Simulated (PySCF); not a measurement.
**What the low excited states add to the polarisability**

Species: C2H8FGaO.
Bonds: C1–O2, O2–C3, O2–Ga4, Ga4–F5. Hydrogens: H6, H7, H8 on C1; H9, H10, H11 on C3; H12, H13 on Ga4.

Method: PySCF 2.14.0, density-fitted response routines, TDDFT B3LYP/def2-SVPD, vertical, gas phase, core orbitals frozen in the response. The structure is a single PBE0-D3(BJ)/def2-SVP conformer in the gas phase; no vibrational or solvent corrections. The B3LYP/def2-SVPD calculation is non-relativistic and has no spin–orbit coupling, an omission that weighs most on gallium. Torsions of this conformer, `[CH3:1][O+:2]([CH3:3])[GaH2-:4][F:5]`: C1–O2–Ga4–F5 -164°.

Computed singlets:

```json
{"state": "S1", "E (eV)": "6.51", "f": "0.0050"}
{"state": "S2", "E (eV)": "6.99", "f": "0.079"}
{"state": "S3", "E (eV)": "7.24", "f": "0.0000"}
{"state": "S4", "E (eV)": "7.71", "f": "0.0012"}
{"state": "S5", "E (eV)": "7.86", "f": "0.097"}
{"state": "S6", "E (eV)": "8.12", "f": "0.021"}
{"state": "S7", "E (eV)": "8.16", "f": "0.052"}
{"state": "S8", "E (eV)": "8.24", "f": "0.023"}
{"state": "S9", "E (eV)": "8.41", "f": "0.043"}
{"state": "S10", "E (eV)": "8.44", "f": "0.051"}
```

Question: Build the mean polarisability up from these states and compare it with the full response value.

Answer: Each state adds f / ΔE² (ΔE in hartree, 27.2114 eV).

| state | f/ΔE² (au) | running sum (au) | running share of α (%) |
| --- | --- | --- | --- |
| S1 | 0.09 | 0.09 | 0.1 |
| S2 | 1.19 | 1.28 | 2.1 |
| S3 | 0.00 | 1.28 | 2.1 |
| S4 | 0.01 | 1.29 | 2.1 |
| S5 | 1.16 | 2.45 | 3.9 |
| S6 | 0.23 | 2.68 | 4.3 |
| S7 | 0.58 | 3.27 | 5.2 |
| S8 | 0.25 | 3.52 | 5.7 |
| S9 | 0.45 | 3.97 | 6.4 |
| S10 | 0.53 | 4.50 | 7.2 |

The full response gives 62.20 au (9.22 Å³), so 57.7 au comes from the higher roots of the same equations.

Question: By how much does the contribution of these states grow at 589.3 nm?

Answer: With ω = 0.0773 hartree each state's term in the mean polarisability goes from f / ΔE² to f / (ΔE² − ω²); the sum over all 10 states goes from 4.50 to 4.86 au, a rise of 0.36 au.

Hardware: an Intel Xeon 6975P-C with one thread, no GPU, shared host with 192 logical CPUs at a one-minute load of 66. Cost: 34 s of wall time, 0.88 GiB resident at most.
